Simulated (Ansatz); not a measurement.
CH4, triplet, at the geometry of the source list (a higher spin typed on purpose: for a closed-shell molecule this is an excited state). Base run: R2SCAN/cc-pVTZ in Ansatz (a first-principles code).

Geometry (Å):
```xyz
5

C      0.0000     0.0000     0.0000
H     -0.7064    -0.2820    -0.7687
H      0.1151     1.0752     0.0070
H     -0.3647    -0.3297     0.9631
H      0.9560    -0.4635    -0.2014
```
Charge 0, spin multiplicity 3.
Orbitals are unrestricted.
All else is at Ansatz's defaults.
Base energy -40.10888 Eh.

Each row names what was changed in the base input (with any setting that the change needs).

```csv
change,ΔE vs base (mEh)
base,0.000
"final_grid = 6, 12, 29",0.050
fitting.mean_field = cc-pVTZ-JKFIT,-0.798
"final_grid = 14, 28, 59",0.004
"final_grid = 4, 8, 17",-0.943
lower_state_search = full,0.000
lower_state_search = light,0.000
forces = on,0.000
lower_state_search = off,0.044
"point_charge = charge:-1.0 position_ang:2.7125, 0.6778, 2.9734",-13.266
fitting.mean_field = def2-universal-JKFIT,-0.057
```
